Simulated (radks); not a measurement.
The numbers below are computed, except where a source is named.
Q: Radial electron density D(r) = 4 pi r^2 rho(r) of an atom or ion with 20 electrons. Level of theory: scalar-relativistic Kohn-Sham, BLYP, spin-polarised, spherical densities, finite nucleus; Fermi nuclear charge, rms radius of each element as measured or else 0.836 A^(1/3) + 0.57 fm (a radial shooting solver on a logarithmic mesh with Libxc functionals).

| r (bohr) | D(r) (e/bohr) | spin D(r) |
|---|---|---|
| 0.00414 | 6.533 | -0.000231 |
| 0.00463 | 7.816 | -0.000277 |
| 0.005179 | 9.311 | -0.000329 |
| 0.005793 | 11.04 | -0.000390 |
| 0.006479 | 13.02 | -0.000459 |
| 0.007247 | 15.26 | -0.000537 |
| 0.008106 | 17.77 | -0.000623 |
| 0.009067 | 20.54 | -0.000718 |
| 0.01014 | 23.54 | -0.000821 |
| 0.01125 | 26.50 | -0.000921 |
| 0.01259 | 29.81 | -0.00103 |
| 0.01408 | 33.16 | -0.00114 |
| 0.01575 | 36.43 | -0.00124 |
| 0.01761 | 39.48 | -0.00133 |
| 0.0197 | 42.14 | -0.00138 |
| 0.02204 | 44.26 | -0.00140 |
| 0.02465 | 45.69 | -0.00134 |
| 0.02757 | 46.33 | -0.00115 |
| 0.03083 | 46.13 | -0.000763 |
| 0.03449 | 45.18 | -0.0000132 |
| 0.03858 | 43.64 | 0.00137 |
| 0.04315 | 41.83 | 0.00385 |
| 0.04788 | 40.27 | 0.00783 |
| 0.05355 | 39.13 | 0.0152 |
| 0.0599 | 38.98 | 0.0277 |
| 0.067 | 40.11 | 0.0487 |
| 0.07494 | 42.54 | 0.0830 |
| 0.08382 | 46.01 | 0.138 |
| 0.09375 | 49.87 | 0.223 |
| 0.1049 | 53.22 | 0.350 |
| 0.1173 | 55.07 | 0.535 |
| 0.1312 | 54.59 | 0.795 |
| 0.1467 | 51.42 | 1.14 |
| 0.1641 | 45.83 | 1.59 |
| 0.1836 | 38.78 | 2.14 |
| 0.2037 | 32.20 | 2.73 |
| 0.2278 | 26.49 | 3.40 |
| 0.2548 | 23.27 | 4.06 |
| 0.285 | 22.76 | 4.62 |
| 0.3188 | 24.24 | 4.98 |
| 0.3566 | 26.23 | 5.06 |
| 0.3989 | 27.14 | 4.81 |
| 0.4461 | 25.89 | 4.26 |
| 0.499 | 22.35 | 3.48 |
| 0.5582 | 17.26 | 2.60 |
| 0.6243 | 11.83 | 1.77 |
| 0.6983 | 7.127 | 1.08 |
| 0.7748 | 3.932 | 0.616 |
| 0.8667 | 1.794 | 0.297 |
| 0.9694 | 0.6963 | 0.124 |
| 1.084 | 0.2269 | 0.0445 |
| 1.213 | 0.06121 | 0.0135 |
| 1.356 | 0.01336 | 0.00334 |
| 1.517 | 0.002268 | 0.000656 |

What is the nuclear charge?

A: Z = 37. The innermost maximum, from 1s, lies near gamma/Z bohr with gamma = sqrt(1 - (Z/c)^2) = 0.963, here 0.026 bohr (found: 0.0285), and its height grows with Z. The density is that of the rubidium ion Rb17+ in [Ar] 3d2; the configuration itself is not fixed sharply by these data, and Z only to a few units. D(r) has 3 maxima, at r = 0.0285, 0.122, 0.399 bohr, and minima at 0.0575, 0.276 bohr, inside which lie 2.05, 10.69 electrons.
